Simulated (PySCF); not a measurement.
Caution: the unrestricted state is spin-contaminated.  The multiplicity is imposed and other spin states were not computed.

# [Os(Cl)3] (charge 0, multiplicity 2)

These are TPSSh-D3(BJ)/def2-TZVP // BP86-D3(BJ)/def2-SVP run with PySCF 2.14.0 values and carry that method's errors.

highest occupied spin orbital: -6.45 eV
dipole moment: 0.40 D
charge on the central atom (Mulliken): 0.70 e
spin population on the central atom (Mulliken): 0.94
total energy: -40039.48 eV
cost: roughly 14 core-minutes

Bond lengths (Å): Os1–Cl2 2.215, Os1–Cl3 2.215, Os1–Cl4 2.215. Bond angles (°): Cl2–Os1–Cl3 103.3, Cl2–Os1–Cl4 128.5, Cl3–Os1–Cl4 128.2.
Charge 0, spin multiplicity 2.
